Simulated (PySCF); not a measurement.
**Radial density of As⁻ (arsenic, charge -1)**

MN15, [Ar] 3d10 4s2 4p4, high-spin 3P determinant. All numbers are calculated (PySCF 2.14, scalar relativity through the core potential, in aug-cc-pVDZ-PP with ECP10MDF). This is the valence pseudo-density: the core potential removes the inner electrons and smooths the orbitals near the nucleus.

```tsv
r (bohr)	4πr²ρ (e/bohr)	4πr²(ρα − ρβ)
0.000667	1.129e-05	0.0000
0.00112	3.188e-05	0.0000
0.00189	8.983e-05	0.0000
0.00317	0.0002512	0.0000
0.00534	0.0006876	0.0000
0.00898	0.001780	0.0000
0.0151	0.004051	0.0000
0.0254	0.007695	0.0000
0.0427	0.01745	0.0000
0.0719	0.1037	0.0000
0.121	0.9150	0.0001
0.203	5.561	0.0089
0.342	21.06	0.0921
0.575	28.85	0.0843
0.968	9.365	0.0706
1.63	3.125	0.7173
2.74	1.698	0.6717
4.61	0.4014	0.1489
7.75	0.04972	0.0021
13.0	0.0003816	0.0000
```

Energies and moments cover only the electrons outside the core potential. At MN15 the highest occupied level has a positive energy, so only the finite basis holds that electron; in a semilocal or global hybrid functional this comes from self-interaction and does not mean that the real anion is unbound.
